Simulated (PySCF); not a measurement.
C₂H₅FSi₂, SMILES F[Si@@H]([SiH3])C#C. Heavy atoms are numbered as in [CH:1]#[C:2][Si@@H:3]([F:4])[SiH3:5]. Hydrogens are named by the atom that carries them.

The structure is a stationary point at ωB97X-D3(BJ)/def2-SVP. The structure was generated by enumeration; whether it is a known compound was not checked.

The numbers are results of r2SCAN/def2-TZVP (PySCF), not measurements.

ESP charges are fitted to the potential on shells at 1.4 to 2.0 van der Waals radii. Atomic charges (e), one atom of each kind:

```json
[
 {"atom": "C1 (CH)", "Löwdin": "-0.07", "ESP fit": "…", "IAO": "-0.17"},
 {"atom": "C2", "Löwdin": "-0.21", "ESP fit": "-0.12", "IAO": "-0.36"},
 {"atom": "Si3 (SiH)", "Löwdin": "0.11", "ESP fit": "0.49", "IAO": "0.99"},
 {"atom": "F4", "Löwdin": "-0.01", "ESP fit": "-0.24", "IAO": "-0.53"},
 {"atom": "Si5 (SiH3)", "Löwdin": "0.16", "ESP fit": "0.00", "IAO": "0.27"},
 {"atom": "H on C1", "Löwdin": "0.13", "ESP fit": "…", "IAO": "0.21"},
 {"atom": "H on Si3", "Löwdin": "-0.03", "ESP fit": "…", "IAO": "-0.13"},
 {"atom": "H on Si5", "Löwdin": "-0.03", "ESP fit": "…", "IAO": "-0.09"}
]
```

**Question.** What belongs in the gaps? (Estimate from the structure and the level; the computed values follow.)

**Answer.** 
- C1 (CH), ESP fit: -0.33
- H on C1, ESP fit: 0.31
- H on Si3, ESP fit: -0.07
- H on Si5, ESP fit: -0.01

Computed Mayer and Wiberg (Löwdin basis) orders of the bonds:
| bond | Mayer | Wiberg |
|---|---|---|
| C1–C2 | 2.73 | 2.99 |
| C2–Si3 | 1.00 | 1.17 |
| Si3–F4 | 1.08 | 1.67 |
| Si3–Si5 | 0.93 | 1.10 |
